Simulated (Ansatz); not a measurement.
Geometry optimisation, RHF/def2-SVP in Ansatz.

The input (input.yaml):

```yaml
crystal:
  periodic: [false, false, false]
  atoms:
    - { symbol: Hf, position_ang: [0.0, 0.0, 0.0] }
    - { symbol: Cl, position_ang: [0.0, 0.0, 2.87] }
    - { symbol: F, position_ang: [1.8671, 0.0, -0.6593] }
    - { symbol: F, position_ang: [-0.9326, 1.6157, -0.6593] }
    - { symbol: F, position_ang: [-0.9326, -1.6157, -0.6593] }
    - { symbol: Br, position_ang: [-2.847, 0.0, 0.946] }
    - { symbol: H, position_ang: [-1.5885, 0.0, 2.3396] }
basis:
  gaussian: { orbitals: def2-SVP }
hamiltonian:
  xc: hf
relax:
  f_tol: 0.15
  max_steps: 25
  restrain:
    - { distance: [0, 5], at: 3.9, k: 30.0 }
    - { distance: [6, 1], at: 2.57, k: 30.0 }
    - { distance: [0, 1], at: 2.52, k: 30.0 }
    - { distance: [6, 5], at: 1.55, k: 30.0 }
```

Launched with:

```bash
$ ansatz run input.yaml --threads 2 --pin off --max-ram 3072MiB --backend cpu --events-out ev --progress --plain --runs-dir out
```

Task: Where does it end, and by what steps?

Result: The run converged. The restraints hold the end off the free minimum. After 7 steps the energy has fallen by 2.397 eV (the restraints' own energy left out); H7 moved furthest, 0.77 Å.

```tsv
step	energy less start (eV)	largest force component (eV/Å)	accepted
0	0.0000	2.550	yes
1	-0.3324	4.982	yes
2	-0.9919	6.336	yes
3	-1.8491	4.390	yes
4	-2.3542	1.538	yes
5	-2.3766	1.536	yes
6	-2.3939	1.458	yes
7	-2.3968	1.446	yes
```

```xyz
7
Properties=species:S:1:pos:R:3
Hf 0.204 0.000 -0.052
Cl 0.241 0.000 2.431
F 2.005 0.000 -0.644
F -0.584 1.568 -0.778
F -0.584 -1.568 -0.778
Br -3.384 0.000 1.472
H -2.332 0.000 2.527
```

Time of the run: 25 s on 2 threads of Arm Neoverse V2 (shared host), peak memory 0.34 GiB.
